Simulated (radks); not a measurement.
Q: All-electron atom: Er I in [Xe] 4f(up 7, down 5) 6s2. Calculated with a radial shooting solver on a logarithmic mesh with Libxc functionals: non-relativistic Kohn-Sham, PBE, spin-polarised, spherical densities, point nucleus; relativity is left out, which matters for an element this heavy. Some entries of the table are withheld. Estimate them.

orbital  occ.  eigenvalue (eV)  <1/r> (bohr^-1)
1s up       1        -53427.05            67.46
1s down     1        -53427.05            67.46
2s up       1        -8612.842            15.74
2s down     1        -8612.806            15.74
2p up       3        -8220.680            15.77
2p down     3        -8220.660            15.77
3s up       1        -1915.182            5.987
3s down     1        -1914.113            5.989
3p up       3        -1737.585            5.932
3p down     3        -1736.615            5.934
3d up       5        -1406.669            5.841
3d down     5        -1405.977            5.843
4s up       1        -367.1224            2.558
4s down     1        -365.3255            2.557
4p up       3        -295.8430            2.463
4p down     3        -294.0540            2.462
4d up       5        -167.6895            2.255
4d down     5        -165.9158            2.253
5s up       1         -44.1849           0.9624
5s down     1         -43.4971           0.9566
5p up       3         -25.5559           0.8400
5p down     3         -25.0339           0.8335
4f up       7          -8.0829            1.706
4f down     5          -6.5041            1.690
6s up       1          -3.5696              (1)
6s down     1          -3.5298              (2)

A: 
(1) 6s up <1/r> (bohr^-1): 0.2886
(2) 6s down <1/r> (bohr^-1): 0.2867
